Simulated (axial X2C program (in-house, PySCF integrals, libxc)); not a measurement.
Outer orbitals of CaSc at 3.027 Å, PBE0

All values were computed with an in-house all-electron X2C program for linear molecules (integrals from PySCF). Spin-free means the one-electron spin-free X2C Hamiltonian; two-component (2c) means X2C with spin–orbit coupling and atomic mean-field two-electron Coulomb and Gaunt terms, so the difference of the two also holds small scalar two-electron terms. Basis: Sc dyall-cv3z [10s11p7d5f2g], Ca dyall-cv3z [11s12p6d4f] (cores contracted in-house); Gaussian nuclei, density fitting, unrestricted open shells. Masses: Sc 44.956 u, Ca 39.963 u.

The distance is close to the 2c PBE0 minimum; the highest filled and lowest empty levels are listed.

Spin-free orbitals, state M_S = 1/2, Λ = 0 (beyond evenly filled blocks: σβ, π+α, π-α) (Löwdin shares):

| symmetry | occupied | ε (eV) | atomic character |
| --- | --- | --- | --- |
| π+α | yes | -35.27 | 100% Sc p |
| π-α | yes | -35.27 | 100% Sc p |
| σα | yes | -35.26 | 99% Sc p |
| π-β | yes | -34.36 | 100% Sc p |
| π+β | yes | -34.36 | 100% Sc p |
| σβ | yes | -33.64 | 99% Sc p |
| π-α | yes | -29.76 | 99% Ca p |
| π+α | yes | -29.76 | 99% Ca p |
| σα | yes | -29.71 | 99% Ca p |
| π-β | yes | -29.69 | 99% Ca p |
| π+β | yes | -29.69 | 99% Ca p |
| σβ | yes | -29.58 | 99% Ca p |
| σα | yes | -5.48 | 42% Sc s, 34% Ca s, 11% Ca p |
| σβ | yes | -4.85 | 47% Sc s, 46% Ca s |
| π+α | yes | -4.00 | 71% Sc d, 13% Ca d, 8% Ca p |
| π-α | yes | -4.00 | 71% Sc d, 13% Ca d, 8% Ca p |
| σβ | yes | -3.70 | 30% Ca p, 27% Sc p, 20% Sc s |
| σα | no | -1.98 | 29% Sc p, 24% Ca s, 23% Ca p |
| π+β | no | -1.22 | 53% Ca p, 43% Sc p, 2% Sc d |
| π-β | no | -1.22 | 53% Ca p, 43% Sc p, 2% Sc d |
| π-α | no | -1.09 | 51% Sc p, 26% Ca p, 20% Sc d |
| π+α | no | -1.09 | 51% Sc p, 26% Ca p, 20% Sc d |

Spinors with spin–orbit coupling (state Ω = 1/2):

| ω | occupied | ε (eV) | atomic character | λ mixture |
| --- | --- | --- | --- | --- |
| 1/2 | yes | -35.30 | 99% Sc p | 92% σ, 8% π |
| 3/2 | yes | -35.08 | 100% Sc p | 100% π |
| 1/2 | yes | -34.43 | 100% Sc p | 92% π, 8% σ |
| -3/2 | yes | -34.18 | 100% Sc p | 100% π |
| -1/2 | yes | -33.58 | 99% Sc p | 98% σ, 2% π |
| -1/2 | yes | -29.95 | 99% Ca p | 83% π, 17% σ |
| 1/2 | yes | -29.93 | 99% Ca p | 63% π, 37% σ |
| 3/2 | yes | -29.62 | 99% Ca p | 100% π |
| 1/2 | yes | -29.57 | 99% Ca p | 63% σ, 37% π |
| -3/2 | yes | -29.55 | 99% Ca p | 100% π |
| -1/2 | yes | -29.49 | 99% Ca p | 83% σ, 17% π |
| 1/2 | yes | -5.48 | 42% Sc s, 34% Ca s, 11% Ca p | 100% σ |
| -1/2 | yes | -4.85 | 47% Sc s, 46% Ca s | 100% σ |
| -1/2 | yes | -4.00 | 71% Sc d, 13% Ca d, 8% Ca p | 100% π |
| 3/2 | yes | -3.99 | 71% Sc d, 13% Ca d, 8% Ca p | 100% π |
| -1/2 | yes | -3.70 | 30% Ca p, 27% Sc p, 20% Sc s | 100% σ |
| 1/2 | no | -1.98 | 30% Sc p, 24% Ca s, 23% Ca p | 100% σ |
| 1/2 | no | -1.22 | 52% Ca p, 43% Sc p, 2% Sc d | 100% π |
| -3/2 | no | -1.21 | 53% Ca p, 43% Sc p, 2% Sc d | 100% π |
| -1/2 | no | -1.10 | 51% Sc p, 26% Ca p, 20% Sc d | 100% π |
| 3/2 | no | -1.09 | 51% Sc p, 26% Ca p, 20% Sc d | 100% π |

Mulliken charges and populations of the two-component result (they depend on the basis, above all on diffuse functions):

Sc -0.14 e (s 7.27 p 12.38 d 1.49 f 0.01), Ca 0.14 e (s 7.17 p 12.40 d 0.28 f 0.01). ⟨Lz⟩ = 0.00 ħ and ⟨Sz⟩ = 0.50 ħ (0.62 and -0.12 on the two atoms), which add up to Ω.

One determinant describes the state; a PBE0 search over occupations chose it and may have missed a lower one. Density functionals use the spin component along the axis (collinear). PBE0 can misorder states that lie within some tenths of an eV, so this need not be the ground state of the molecule. The nearest other spin-free determinant of the search, M_S = 3/2, Λ = 0, lies 0.017 eV up at the distance of the search. With several unpaired electrons one determinant need not be a pure state. The determinant is spin-polarised beyond a pure state at some levels (its spin-free form has ⟨S²⟩ too high), which makes Re and μ there less reliable.
